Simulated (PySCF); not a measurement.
Order these species by their calculated properties.

Each SMILES stands for a single optimised conformer of the isolated species (atoms past krypton carry core potentials, spin–orbit coupling is left out). Electronic properties by PySCF.

Dipoles, sizes and rotational constants follow the conformer. The torsions of the flexible species, by atom-mapped SMILES:
- `[CH3:1][CH2:2][O:3][SiH2:4][S:5][SiH3:6]`: C1–C2–O3–Si4 -85°, C2–O3–Si4–S5 -56°, O3–Si4–S5–Si6 -51°
- `[CH2:1]=[C:2]1[CH2:3][C@@H:4]([B:5]([CH3:6])[CH3:7])[C@H:8]1[F:9]`: C3–C4–B5–C6 13°
- `[CH3:1][S:2][SiH2:3][C:4](=[O:5])[N:6]([CH3:7])[CH3:8]`: C1–S2–Si3–C4 -177°, S2–Si3–C4–O5 117°, Si3–C4–N6–C7 -1°
- `[SiH3:1][SiH2:2][O:3][SiH2:4][CH:5]1[CH2:6][CH2:7][CH2:8]1`: Si1–Si2–O3–Si4 50°, Si2–O3–Si4–C5 56°, O3–Si4–C5–C6 -172°
- `[NH2:1][C:2](=[O:3])[SiH2:4][PH2:5]`: N1–C2–Si4–P5 17°, H–N1–C2–O3 -2°, H–N1–C2–O3 -177°, H–P5–Si4–C2 84°, H–P5–Si4–C2 179°

The conformers of `C/C(=C\F)[C@@H]1BCCC1` aren't listed.

Question: Rank by HOMO energy, highest first (PBE0/def2-SVPD at PBE0-D3(BJ)/def2-SVP geometries).
A. `CS[SiH2]C(=O)N(C)C`
B. `C=C1C[C@@H](B(C)C)[C@H]1F`
C. `CCO[SiH2]S[SiH3]`
D. `[PH3+][SiH2]Br`
E. `C/C(=C\F)[C@@H]1BCCC1`

Answer: E (-6.70 eV), A (-6.99 eV), B (-7.37 eV), C (-7.55 eV), D (-13.26 eV).

Question: Give the two extremes of that set in hartree.

Answer: `[PH3+][SiH2]Br`: -0.487 Eh; `C/C(=C\F)[C@@H]1BCCC1`: -0.246 Eh.

Question: Rank by dipole moment, lowest first (wB97X-D/def2-SVPD at PBE0-D3(BJ)/def2-SVP geometries).
A. `BrC1CC1`
B. `[Cl][Zr]([Cl])([I])[I]`
C. `NC(=O)[SiH2]P`
D. `[SiH3][SiH2]O[SiH2]C1CCC1`
E. `[S]=[Mo](=[S])([Cl])[Cl]`

Answer: E (0.19 D), B (0.60 D), D (1.30 D), A (2.03 D), C (3.17 D).

Question: By how much do the two ends of that ranking differ?

Answer: By 2.98 D, between `NC(=O)[SiH2]P` and `[S]=[Mo](=[S])([Cl])[Cl]`.

Question: Rank by vertical ionisation energy, lowest first (ΔSCF PBE0/def2-SVPD at PBE0-D3(BJ)/def2-SVP geometries).
A. `Br[SiH2][PH3+]`
B. `CCO[SiH2]S[SiH3]`
C. `[C@H]1(F)C(=C)C[C@H]1B(C)C`
D. `O=C(N(C)C)[SiH2]SC`

Answer: D (8.67 eV), C (9.21 eV), B (9.45 eV), A (15.59 eV).

Question: Give the two extremes of that set in kJ/mol.

Answer: `CS[SiH2]C(=O)N(C)C`: 837 kJ/mol; `[PH3+][SiH2]Br`: 1504 kJ/mol.

Question: Rank by smallest rotational constant, lowest first (PBE0-D3(BJ)/def2-SVP).
A. `[SiH3][SiH2]O[SiH2]C1CCC1`
B. `CB(C)[C@@H]1CC(=C)[C@@H]1F`
C. `[Cl][Zr]([Cl])([I])[I]`
D. `CCO[SiH2]S[SiH3]`
E. `CS[SiH2]C(=O)N(C)C`
F. `BrC1CC1`
G. `[PH3+][SiH2]Br`

Answer: C (0.291 GHz), A (0.537 GHz), E (0.665 GHz), D (0.925 GHz), B (1.113 GHz), G (1.407 GHz), F (2.445 GHz).

Question: Give the two extremes of that set in cm⁻¹.

Answer: `[Cl][Zr]([Cl])([I])[I]`: 0.0097 cm⁻¹; `BrC1CC1`: 0.0816 cm⁻¹.

Question: Rank by HOMO–LUMO gap, highest first (PBE0/def2-SVPD at PBE0-D3(BJ)/def2-SVP geometries).
A. `C/C(=C\F)[C@@H]1BCCC1`
B. `C=C1C[C@@H](B(C)C)[C@H]1F`
C. `CCO[SiH2]S[SiH3]`
D. `CS[SiH2]C(=O)N(C)C`

Answer: C (7.40 eV), B (6.80 eV), D (6.44 eV), A (5.78 eV).

Question: Give the two extremes of that set in kcal/mol.

Answer: `C/C(=C\F)[C@@H]1BCCC1`: 133 kcal/mol; `CCO[SiH2]S[SiH3]`: 171 kcal/mol.

Question: Rank by static isotropic polarisability, lowest first (PBE0/def2-SVPD at PBE0-D3(BJ)/def2-SVP geometries).
A. `CS[SiH2]C(=O)N(C)C`
B. `[PH3+][SiH2]Br`
C. `CCO[SiH2]S[SiH3]`
D. `C/C(=C\F)[C@@H]1BCCC1`

Answer: B (68.1 au), D (96.2 au), C (103.7 au), A (112.6 au).

Question: Give the two extremes of that set as polarisability volumes in Å³.

Answer: `[PH3+][SiH2]Br`: 10.10 Å³; `CS[SiH2]C(=O)N(C)C`: 16.69 Å³.

wB97X-D is run here without its empirical dispersion term; that term would change no orbital, density or response property at a fixed geometry.
